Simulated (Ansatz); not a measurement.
Geometry optimisation, RKS revPBE-D4/def2-SVP (Ansatz 0.2.0).

Input:

```yaml
crystal:
  periodic: [false, false, false]
  atoms:
    - { symbol: O, position_ang: [-0.21274, 1.64944, -0.29876] }
    - { symbol: Se, position_ang: [0.31233, 0.07615, -1.0744] }
    - { symbol: B, position_ang: [0.04219, -0.97401, 0.46614] }
    - { symbol: Cl, position_ang: [0.36852, -2.64532, 0.41697] }
    - { symbol: H, position_ang: [0.65938, 0.49937, -2.50315] }
    - { symbol: H, position_ang: [-0.34761, -0.46096, 1.44011] }
basis:
  gaussian: { orbitals: def2-SVP }
hamiltonian:
  xc: revpbe
  dispersion: d4
relax:
  f_tol: 0.02
  max_steps: 50
```

Run as:

```bash
$ ansatz run input.yaml --threads 2 --pin off --max-ram 3072MiB --backend cpu --events-out ev --progress --plain --runs-dir out
```

Problem. Where does it end, and by what steps?

Solution. The run converged. After 14 steps the energy has fallen by 2.121 eV; H5 moved furthest, 1.09 Å.

| step | energy less start (eV) | largest force component (eV/Å) | accepted |
| --- | --- | --- | --- |
| 0 | 0.0000 | 5.289 | yes |
| 1 | -0.9346 | 2.982 | yes |
| 2 | -1.1908 | 4.314 | yes |
| 3 | -1.5898 | 0.736 | yes |
| 4 | -1.8106 | 1.776 | yes |
| 5 | -1.9480 | 1.514 | yes |
| 6 | -2.0730 | 0.516 | yes |
| 7 | -2.0858 | 0.505 | yes |
| 8 | -2.1132 | 0.213 | yes |
| 9 | -2.1159 | 0.161 | yes |
| 10 | -2.1179 | 0.096 | yes |
| 11 | -2.1196 | 0.073 | yes |
| 12 | -2.1204 | 0.039 | yes |
| 13 | -2.1204 | 0.065 | yes |
| 14 | -2.1205 | 0.009 | yes |

```xyz
6
Properties=species:S:1:pos:R:3
O -0.100 1.944 -0.459
Se 0.775 0.579 -0.847
B 0.078 -0.936 0.346
Cl 0.729 -2.548 0.151
H 0.048 -0.224 -1.970
H -0.708 -0.670 1.227
```

Whether the end is a true minimum wasn't checked by a vibrational analysis.

The run took 16 s on 2 threads of Intel(R) Xeon(R) Platinum 8488C (Sapphire Rapids), on a shared host, peak memory 0.17 GiB.
